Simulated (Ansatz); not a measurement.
Basis sets compared for SnH2MeI (CH₅ISn). Total charge 0; singlet. Geometry PBE0-D4/def2-SVP. Ansatz on 4 threads of Arm Neoverse V2 on a shared host; times are rough, and most runs start from earlier orbitals.

```xyz
8

Sn   -0.584    0.536   -0.535
H    -1.297    1.893    0.229
H    -1.720   -0.299   -1.507
C     0.445   -0.748    0.836
H    -0.261   -1.140    1.582
H     1.236   -0.179    1.343
H     0.897   -1.584    0.284
I     1.284    1.521   -2.232
```

In the def2 sets I, Sn take a core potential; there is no spin–orbit coupling.

Binding counts from free atoms (Sn triplet, H doublet, C triplet, I doublet) in the same basis, without a counterpoise term.

| level | functions | energy (Eh) | HOMO (eV) | LUMO (eV) | binding per atom (eV) | wall time |
| --- | --- | --- | --- | --- | --- | --- |
| PBE-D4/def2-SVP | 91 | -553.0279 | -6.10 | -1.77 | 3.01 | 0.7 s |
| PBE-D4/def2-TZVP | 161 | -553.0951 | -6.23 | -1.92 | 3.01 | 1.3 s |
| r2SCAN-D4/def2-TZVP (with forces) | 161 | -553.3419 | -6.52 | -1.67 | 3.01 | 3.2 s |
| PBE0-D4/def2-SVP | 91 | -553.0793 | -7.26 | -0.98 | 2.99 | 1.1 s |
| PBE0-D4/def2-TZVP | 161 | -553.1430 | -7.35 | -1.11 | 3.00 | 1.8 s |

(1) Estimate the rows for PBE-D4/def2-TZVPD, r2SCAN-D4/def2-TZVPD, PBE0-D4/def2-TZVPD.

Answers

(1) 
```json
{"level": "PBE-D4/def2-TZVPD", "functions": "197", "energy (Eh)": "-553.0958", "HOMO (eV)": "-6.26", "LUMO (eV)": "-1.98", "binding per atom (eV)": "3.02", "wall time": "2 s"}
{"level": "r2SCAN-D4/def2-TZVPD", "functions": "197", "energy (Eh)": "-553.3425", "HOMO (eV)": "-6.53", "LUMO (eV)": "-1.71", "binding per atom (eV)": "3.01", "wall time": "3.7 s"}
{"level": "PBE0-D4/def2-TZVPD", "functions": "197", "energy (Eh)": "-553.1436", "HOMO (eV)": "-7.37", "LUMO (eV)": "-1.19", "binding per atom (eV)": "3.00", "wall time": "2.7 s"}
```
